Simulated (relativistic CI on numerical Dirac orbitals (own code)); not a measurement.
## Nd²⁺ (4f4) in a crystal field

Calculated by Dirac-Coulomb-Breit CI, orbitals from a KLI potential per configuration, model QED, valence Slater integrals scaled by 0.75, one configuration in a parametric crystal field (own radial code).

Field parameters in Wybourne normalisation; cubic f-shell fields have B⁴₄ = √(5/14) B⁴₀ and B⁶₄ = −√(7/2) B⁶₀. The field is a parameter set, without covalency.

S is read from ⟨S²⟩ = S(S + 1).

Levels (cm⁻¹, degeneracy): 0 (1), 167 (3), 218 (3), 369 (2), 1291 (3), 1357 (2), 1366 (3), 1408 (3), 2491 (1), 2531 (3), 2570 (3), 2585 (1).

**Question.** Which field gives this pattern?
A. Oh, B40 = 1190, B60 = 440 cm⁻¹
B. Oh, B40 = 760, B60 = 60 cm⁻¹
C. Oh, B40 = -850, B60 = 150 cm⁻¹
D. Oh, B40 = -570, B60 = 490 cm⁻¹

**Answer.** D. Oh, B40 = -570, B60 = 490 cm⁻¹, ground level with S = 1.98.
